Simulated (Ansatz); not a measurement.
**What each rung costs, and what it gives**

The pair of H$_{3}$O⁺ (SMILES [OH3+], atoms 1–4) and CH$_{3}$I (SMILES CI, atoms 5–9), both closed shells, in one local arrangement (a lower one may exist), relaxed at PBE0-D4/def2-TZVP:

```
atom    x (Å)    y (Å)    z (Å)
  O1  -0.0244  -0.2041  -2.1647
  H2  -0.0029   0.3775  -1.2414
  H3   0.7748  -0.0830  -2.7049
  H4  -0.8244  -0.0428  -2.6932
  C5   0.0125  -0.2024   1.9079
  I6   0.0370   1.4526   0.5492
  H7   0.0166   0.2470   2.8967
  H8  -0.8994  -0.7605   1.7237
  H9   0.9100  -0.7845   1.7269
```

Interaction energies are counterpoise-corrected; the time is that of the whole pair.

Program: Ansatz 0.2.0. Basis: as named in each row. Cores are frozen in the correlated methods. Filled d shells of the heavier atoms are correlated. Core potentials replace the inner electrons of the atoms past krypton. The def2 sets are not built for correlating such inner shells, so the correlated values are less sure here. B3LYP uses VWN-RPA correlation. Extrapolation: Hartree–Fock as exp(−7.88 √X), correlation as X^−2.97.

Times are rough, for one single point on 4 threads of a shared host (Intel Xeon Platinum 8259CL).

The estimate by CCSD(T) at an estimated basis limit (MP2 extrapolated from triple and quadruple zeta, plus CCSD(T) − MP2 in triple zeta) is -28.22 kcal/mol.

```tsv
method	basis	time (s)	interaction energy (kcal/mol)	method less estimate
SPW92	def2-SVP	under 1	-33.92	-5.70
PBE-D4	def2-SVP	under 1	-31.41	-3.18
PBE0-D4	def2-SVP	1	-29.51	-1.28
revPBE-D4	def2-TZVPPD	2	-32.36	-4.14
PBE-D4	def2-TZVPPD	2	-33.18	-4.96
BLYP-D4	def2-TZVPPD	2	-31.85	-3.63
B3LYP-D4	def2-TZVPPD	2	-30.87	-2.64
PBE0-D4	def2-TZVPPD	3	-31.57	-3.34
r2SCAN-D4	def2-TZVPPD	3	-31.75	-3.52
HSE06-D4	def2-TZVPPD	3	-31.62	-3.39
CCSD(T)	def2-SVP	3	-22.96	5.26
wB97M-V	def2-SVP	4	-27.11	1.11
B2PLYP	def2-TZVPPD	6	-28.65	-0.43
wB97X-V	def2-TZVPPD	6	-29.07	-0.84
wB97M-V	def2-TZVPPD	6	-28.59	-0.37
B97M-V	def2-TZVPPD	7	-30.24	-2.02
MP2	def2-QZVPPD	15	-28.32	-0.09
CCSD(T)	def2-TZVPPD	98	-27.11	1.12
```

The T1 diagnostic stays at or below 0.009.
